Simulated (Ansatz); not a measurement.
Cost and result for the atomization energy of `CC[SiH2]I` (11 atoms, 10 bonds).

Cartesian coordinates in Å:
```
C -1.243 -0.660 0.498
C 0.159 -0.077 0.666
Si 0.846 0.583 -0.942
I 3.091 1.495 -0.593
H -1.950 0.090 0.135
H -1.251 -1.490 -0.213
H -1.627 -1.040 1.448
H 0.853 -0.831 1.048
H 0.158 0.739 1.395
H 0.960 -0.490 -1.962
H 0.003 1.680 -1.481
```

The species carries charge 0 and has multiplicity 1. Correlated methods include outer-core shells of I, which these sets cover unevenly. I: def2 effective core potential. Geometry: relaxed with PBE0-D4/def2-TZVP. It is one conformer, not always the lowest. Program: Ansatz. All runs use 4 threads of an Arm Neoverse V1 on a shared host. Times are those of one run each, without the atoms' runs, and a repeat can differ threefold. Electronic energies, without spin–orbit coupling; frozen cores. CCSD(T)/CBS adds CCSD(T) − MP2 in def2-TZVPP to the MP2 limit, and its time is that of the two runs behind it. T1 = 0.008. With those shells the extrapolation isn't a true limit. B3LYP takes the VWN-RPA correlation (the form of Gaussian; ORCA's B3LYP/G).

CCSD(T)/CBS is a level of theory with its own doubt, some kJ/mol a heavy atom from the limit and from the frozen cores, so smaller differences don't rank the functionals.

```
                             level  functions  wall time  atomization (kcal/mol)  difference from CCSD(T)/CBS  per bond
   PBE-D4/def2-TZVPP (with forces)        252        3 s                   914.8                          3.7       0.4
                PBE0-D4/def2-TZVPP        252      3.8 s                   909.3                         -1.8      -0.2
 B3LYP-D4/def2-TZVPP (with forces)        252        6 s                   906.6                         -4.5      -0.4
r2SCAN-D4/def2-TZVPP (with forces)        252      6.5 s                   909.5                         -1.6      -0.2
                 B2PLYP/def2-TZVPP        252        7 s                   897.2                        -13.9      -1.4
                ωB97X-V/def2-TZVPP        252       10 s                   910.7                         -0.4       0.0
  ωB97M-V/def2-TZVPP (with forces)        252       15 s                   908.4                         -2.7      -0.3
                    MP2/def2-QZVPP        476       27 s                   907.7                         -3.4      -0.3
                CCSD(T)/def2-TZVPP        252    4.4 min                   888.5                        -22.6      -2.3
                 CCSD(T)/CBS(def2)          –    4.8 min                   911.1                          0.0       0.0
```

From PBE to PBE0 (25 % exact exchange), in def2-TZVPP and without D4, the atomization energy moves by −4.7 kcal/mol: exact exchange takes away binding that semilocal exchange gives to molecules. In def2-TZVPP, CCSD(T) changes the Hartree–Fock value by +196.6 kcal/mol (the triples alone add +10.2 kcal/mol) and MP2 by +202.5 kcal/mol; breaking electron pairs costs correlation energy, which Hartree–Fock lacks. The D4 term adds +9.1 kcal/mol with B3LYP and +4.8 kcal/mol with PBE0; it sums over pairs of atoms, weighted by their polarisabilities, and B3LYP, whose exchange is more repulsive, gets the larger term.

Spin–orbit coupling would lower the free I atoms strongly, and the atomization energy with them, by more than many differences here.
